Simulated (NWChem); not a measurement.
System meant: GaNH$_{3}$OBr; SMILES [NH2][Ga]([OH])[Br]

Input file for NWChem:

```
start job
memory heap 200 mb stack 900 mb global 1100 mb
geometry units angstroms noautoz
  Ga    -0.043496     0.807979    -0.028856
  Br    -0.003995    -1.480032    -0.017761
  O     -1.596620     1.662678     0.056720
  H     -2.360731     1.079442     0.105182
  N      1.480262     1.745646    -0.117242
  H      1.505899     2.756764    -0.136750
  H      2.395001     1.320036    -0.180145
end
basis spherical
  * library def2-svp
end
dft
  odft
  mult 2
  xc b3lyp
  iterations 150
  mulliken
end
task dft energy
```

End of the output:

```
                                 NWChem DFT Module
                                 -----------------

 Summary of "ao basis" -> "ao basis" (spherical)
 ------------------------------------------------------------------------------
       Tag                 Description            Shells   Functions and Types
 ---------------- ------------------------------  ------  ---------------------
 Ga                         def2-svp                12       32   5s4p3d
 Br                         def2-svp                12       32   5s4p3d
 O                          def2-svp                 6       14   3s2p1d
 H                          def2-svp                 3        5   2s1p
 N                          def2-svp                 6       14   3s2p1d

 Summary of "ao basis" -> "ao basis" (spherical)
 ------------------------------------------------------------------------------
       Tag                 Description            Shells   Functions and Types
 ---------------- ------------------------------  ------  ---------------------
 Ga                         def2-svp                12       32   5s4p3d
 Br                         def2-svp                12       32   5s4p3d
 O                          def2-svp                 6       14   3s2p1d
 H                          def2-svp                 3        5   2s1p
 N                          def2-svp                 6       14   3s2p1d

  number of electrons :                   84
  multiplicity        :                    2
 ------------------------------------------------------------------------
  no. of electrons and multiplicity not compatible                  84
 ------------------------------------------------------------------------
 ------------------------------------------------------------------------
  current input line :
    22: task dft energy
 ------------------------------------------------------------------------
 ------------------------------------------------------------------------
 There is an error in the input file
 ------------------------------------------------------------------------
 For more information see the NWChem manual at https://nwchemgit.github.io

0: no. of electrons and multiplicity not compatible:Received an Error in Communication
```

What is wrong, and how is it mended?

The program refused the input. Cause: the multiplicity doesn't fit the number of electrons (an even count wants an odd multiplicity, and the reverse). This input runs:
```
start job
memory heap 200 mb stack 900 mb global 1100 mb
geometry units angstroms noautoz
  Ga    -0.043496     0.807979    -0.028856
  Br    -0.003995    -1.480032    -0.017761
  O     -1.596620     1.662678     0.056720
  H     -2.360731     1.079442     0.105182
  N      1.480262     1.745646    -0.117242
  H      1.505899     2.756764    -0.136750
  H      2.395001     1.320036    -0.180145
end
basis spherical
  * library def2-svp
end
dft
  xc b3lyp
  iterations 150
  mulliken
end
task dft energy
```
It converges to -4630.31431 Ha (B3LYP/def2-SVP).
